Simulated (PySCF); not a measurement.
Species: C4H6N2O.
Bonds: C1–O2, O2–C3, C3–C4 (aromatic), C4–N5 (aromatic), N5–N6 (aromatic), N6–C7 (aromatic), C3–C7 (aromatic). Hydrogens: H8, H9, H10 on C1; H11 on C4; H12 on N6; H13 on C7.

Structure optimised with GFN2-xTB, isolated species.

Q: Give the optimised bond lengths and angles.

A: 
| bond | length (Å) |
| --- | --- |
| C1–O2 | 1.406 |
| O2–C3 | 1.358 |
| C3–C4 | 1.410 |
| C4–N5 | 1.317 |
| N5–N6 | 1.325 |
| N6–C7 | 1.357 |
| C3–C7 | 1.380 |
| C1–H8, C1–H9, C1–H10 | 1.093 |
| C4–H11 | 1.070 |
| N6–H12 | 1.007 |
| C7–H13 | 1.070 |

Bonds in one row agree within 0.01 Å and their mean is given. A selection of angles:
| angle | degrees |
| --- | --- |
| O2–C1–H8 | 111.3 |
| O2–C1–H9 | 106.2 |
| H8–C1–H9 | 109.5 |
| C1–O2–C3 | 115.5 |
| O2–C3–C4 | 124.4 |
| O2–C3–C7 | 130.8 |
| C4–C3–C7 | 104.8 |
| C3–C4–N5 | 110.7 |
| C3–C4–H11 | 128.0 |
| N5–C4–H11 | 121.4 |
| C4–N5–N6 | 106.2 |
| N5–N6–C7 | 112.5 |
| N5–N6–H12 | 120.1 |
| C7–N6–H12 | 127.4 |
| N6–C7–H13 | 121.7 |
| C3–C7–N6 | 105.9 |
| C3–C7–H13 | 132.4 |

Dihedral angles: C1–O2–C3–C4 180° (antiperiplanar).

The 2 C–O bonds span 1.358 Å (O2–C3, drawn single) to 1.406 Å (C1–O2, drawn single), a spread of 0.048 Å. N6 (pyrrole-type nitrogen) is planar (angles 127.4°, 120.1° and 112.5°, sum 360.0°, 0.00 Å off the plane of its three neighbours). The 2 C–C bonds span 1.380 Å (C3–C7, aromatic) to 1.410 Å (C3–C4, aromatic), a spread of 0.030 Å. The C–N distances run from 1.317 Å (C4–N5, aromatic) to 1.357 Å (N6–C7, aromatic), a spread of 0.040 Å. The 5-membered ring C3–C4–N5–N6–C7 has internal angles of 104.8° to 112.5° (sum 540°, against 540° for a flat polygon); it is planar, 0.00 Å rms from its mean plane, widest ring torsion 0°. The 7 heavy atoms lie in one plane (0.001 Å rms). Of the pairs four or more bonds apart, C7···H10 is among the closest relative to their van der Waals radii: 2.85 Å, 98 % of the sum of Bondi's values.

Point group: Cs (tolerance 0.08 Å). Whether it is a minimum is left open (no frequencies). One conformer, not necessarily the lowest.

These are computed values.
